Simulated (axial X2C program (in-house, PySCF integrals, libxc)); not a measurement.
# Spectroscopic constants of LiSb

Calculated with an axial X2C code built on PySCF integrals. Spin-free means the one-electron spin-free X2C Hamiltonian; two-component (2c) means X2C with spin–orbit coupling and atomic mean-field two-electron Coulomb and Gaunt terms, so the difference of the two also holds small scalar two-electron terms. Basis: Sb dyall-cv3z [11s12p8d4f1g], Li dyall-cv3z [7s8p2d] (cores contracted in-house); Gaussian nuclei, density fitting, unrestricted open shells. Masses: Sb 120.904 u, Li 7.016 u.

The run was started with this input:
```json
{"zs": [51, 3], "q": 0, "bas": ["dyall-cv3z", "dyall-cv3z"], "levels": ["PBE0", "HF", "BLYP"], "cc": true, "r0": 2.73, "thr": -1.0, "nmax": 90, "npts": 10, "nst": 2, "ntry": 6}
```
```bash
python so2c.py task.json out
```

Keys: zs atomic numbers; q charge; bas basis sets; levels methods; cc coupled cluster on or off; r0 starting distance in Å; thr threshold in hartree for freezing inner shells (an s shell follows its p shell); nmax most natural virtual spinors; npts points on the curve; nst determinants followed; ntry starts of the search. HF also brings MP2.

State, spin-free: M_S = 1, Λ = 0 (beyond evenly filled blocks: π+α, π-α); electrons by block: σα: 12, σβ: 12, π+α: 6, π+β: 5, π-α: 6, π-β: 5, δ+α: 2, δ+β: 2, δ-α: 2, δ-β: 2. Fragments: Sb + Li.

State, 2c: Ω = 1 (⟨Sz⟩ = 0.97, ⟨Lz⟩ = 0.03 at PBE0); electrons by block: 1/2: 17, -1/2: 18, 3/2: 8, -3/2: 7, 5/2: 2, -5/2: 2. Fragments: Sb + Li.

| Hamiltonian | level | Re (Å) | ωe (cm⁻¹) | αe (cm⁻¹) | De (eV) | k (mdyn/Å) | μ (D) |
| --- | --- | --- | --- | --- | --- | --- | --- |
| spin-free | PBE0 | 2.612 | 399.3 | 0.00339 | 1.56 | 0.623 | 6.45 |
| spin-free | HF | 2.648 | 395.5 | 0.00326 | 0.630 | 0.611 | 7.22 |
| spin-free | MP2 | 2.648 | 391.6 | 0.00342 | 1.27 | 0.599 | n/a |
| spin-free | CCSD | 2.647 | 390.2 | 0.0033 | 1.39 | 0.595 | n/a |
| spin-free | CCSD(T) | 2.650 | 388.2 | 0.00329 | 1.43 | 0.589 | n/a |
| spin-free | BLYP | 2.633 | 379.6 | 0.00363 | 1.68 | 0.563 | 5.88 |
| 2c | PBE0 | 2.609 | 397.6 | 0.00342 | 1.53 | 0.618 | 6.45 |
| 2c | HF | 2.642 | 393.9 | 0.0033 | 0.632 | 0.606 | 7.23 |
| 2c | CCSD | 2.643 | 389.5 | 0.00331 | 1.37 | 0.593 | n/a |
| 2c | CCSD(T) | 2.645 | 387.6 | 0.00329 | 1.41 | 0.587 | n/a |
| 2c | BLYP | 2.630 | 377.2 | 0.00367 | 1.62 | 0.556 | 5.87 |

Correlated methods: 6 electrons correlated (number of frozen shells: Sb 4 s, 3 p, 2 d; Li 1 s), 232 virtual spin orbitals or spinors in MP2, 70 natural virtuals in coupled cluster.

Dipoles are positive if Li is the positive end.

The state is a single determinant with fixed occupations, the lowest that a limited PBE0 search found. Dissociation energies refer to the lowest single-determinant-based atoms at the same level and basis. Density functionals use the spin component along the axis (collinear). CCSD and (T) use frozen natural virtuals with an MP2 correction for the truncation; (T) itself is uncorrected, so its De runs slightly low. PBE0 can misorder states that lie within some tenths of an eV, so this need not be the ground state of the molecule. The nearest other spin-free determinant of the search, M_S = 0, Λ = 2, lies 0.76 eV up at the distance of the search. With several unpaired electrons one determinant need not be a pure state. Open-shell Ω = 0 determinants with evenly filled partner blocks cannot be reached by this program, so the Ω shown need not be the lowest component. This is the Ω = 1 component of a π² triplet; the 0⁺ component is not one determinant and can lie lowest. Some points did not converge and are left out. The determinant is spin-polarised beyond a pure state at some levels (its spin-free form has ⟨S²⟩ too high), which makes Re and μ there less reliable. The stretched end of a curve changes character and is left out. With the outer-core shells frozen, correlated bond lengths of heavy atoms tend to come out a few hundredths of an ångström too long.

No reliable constants came from MP2 (2c): no minimum in range, unconverged points, a curve that is not smooth, a change of character along it, or the two Hamiltonians disagreeing along it.

Rough cost a point (2c) on 1 thread(s) of a shared host, integrals apart: PBE0 0.6 s, HF 0.6 s, CCSD(T) 1.5 s, BLYP 0.3 s.

The whole task took 76 s on 1 thread of Arm Neoverse V1, on a shared host.
